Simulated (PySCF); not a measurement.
# NMR data sheet: C₆H₁₁FOSi

* Formula: C6H11FOSi
* SMILES: C[C@@H]1C[C@]12COC[Si@@H]2F
* Point group of the computed structure: C1
* Degrees of unsaturation: 2
* Carbon signals: 6
* Proton signals: 9

Bonds (- single, = double, # triple, : aromatic): C1-C2, C2-C3, C3-C4, C4-C5, C5-O6, O6-C7, C7-Si8, Si8-F9, C4-C2, Si8-C4. C1 carries H10, H11, H12; C2 carries H13; C3 carries H14, H15; C5 carries H16, H17; C7 carries H18, H19; Si8 carries H20. Stereochemistry as in C[C@@H]1C[C@]12COC[Si@@H]2F. H14 is cis to C1 on the ring; H16, H18 are cis to F9 on the ring; H15 is trans to C1 on the ring; H17, H19 are trans to F9 on the ring.

Computed data (PySCF 2.14.0 with density-fitted response routines): coordinates at the GFN2-xTB level, PBE0/pcSseg-1 with gauge-including orbitals. Fast rotation and ring inversion assumed for equivalent nuclei, non-relativistic Hamiltonian, a single conformation, isolated molecule.

δ = σ(ref) − σ, references computed at the same level: ¹H (31.72 ppm) and ¹³C (186.93 ppm) and ²⁹Si (349.16 ppm) against TMS; ¹⁹F (170.95 ppm) vs CFCl3; H2O for ¹⁷O (336.08 ppm).

| carbon | δC, type | δH (multiplicity) | HMBC from (2–3 bonds) | span of the C tensor (ppm) |
| --- | --- | --- | --- | --- |
| C1 | 17.4, CH3 | 1.15 (d) | H13, H15, H14 | 34 |
| C2 | 15.9, CH | 1.32 (m) | H20, H16, H17, H10/H11/H12, H15, H14 | 64 |
| C3 | 23.3, CH2 | H14 0.30 (m); H15 1.06 (m) | H20, H16, H17, H13, H10/H11/H12 | 61 |
| C4 | 19.3, C | – | H20, H19, H16, H17, H18, H13, H10/H11/H12, H15, H14 | 86 |
| C5 | 79.2, CH2 | H16 3.99 (m); H17 3.54 (m) | H20, H19, H18, H13, H15, H14 | 78 |
| C7 | 62.7, CH2 | H18 3.50 (m); H19 4.02 (m) | H20, H16, H17 | 87 |

Other nuclei:
```
atoms  nucleus                                                   environment  δ (ppm)  σ (ppm)
  H20       ¹H  hydrogen on a silicon bonded to 2 C, F, in a 5-membered ring     5.09    26.63
   F9      ¹⁹F                                         fluorine bonded to Si   -202.9    373.9
  Si8     ²⁹Si             silicon bonded to 2 C, F, H, in a 5-membered ring     33.1    316.0
   O6      ¹⁷O                                                  ether oxygen     38.7    297.4
```

- Carbon types of the structure: 1 × C, 1 × CH, 3 × CH2, 1 × CH3, leaving 1 H on heteroatoms.
- δC 79.2: sp3 CH2 bonded to O; deshielded by the electronegative neighbour.
- δC 62.7: sp3 CH2 bonded to O and Si; the inductive effect lowers its shielding.
- δC 23.3, 19.3, 15.9: three-membered-ring carbon; carbons of three-membered rings are unusually shielded.
- δH 3.99, 3.54: hydrogen on an sp3 CH2 bonded to O; its carbon carries O, which withdraws density.
- δH 1.32, 1.06, 0.30: hydrogen on a three-membered-ring carbon; cyclopropane-type protons are shielded by the ring.

Splittings by ¹⁹F in the carbon and heteronuclear signals aren't shown, as no couplings were computed. Shifts are as computed. Against solution values, carbons near 30 ppm lie about +3 ppm off and those near 130 ppm about +5 ppm. Of 1309 compounds with measured shifts, 239 miss one by over three times the rms of a fit or turn the order of signals round; such compounds aren't used in these exercises. Unscaled 19F shifts against computed CFCl3 carry errors that often reach 10 to 50 ppm. Experimental scales use liquid or dissolved standards, which lie at an offset from isolated H2O (liquid H2O: subtract about 36 ppm). Multiplicities follow the n + 1 count of equivalent neighbours, as no J values were calculated; m marks all less simple cases, F and P coupling included.
